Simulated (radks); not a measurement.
Values are calculated unless marked as measured or tabulated.
Task: Ionisation of the thulium ion Tm+, [Xe] 4f13 6s1, to Tm2+, [Xe] 4f13, under several functionals. Scalar-relativistic Kohn-Sham, spin-polarised, spherical densities, finite nucleus; open shells are filled with parallel spins first (spin-orbit coupling, left out, can overturn this in heavy ions); a radial shooting solver on a logarithmic mesh with Libxc functionals. Known Delta-SCF values: AM05 12.209 eV; OLYP 12.032 eV. What does PW91 give, and what is its highest occupied eigenvalue?

Result: 12.352 eV by Delta-SCF; the 4f eigenvalue is -9.390 eV. NIST: 12.07 eV (semi-empirical).
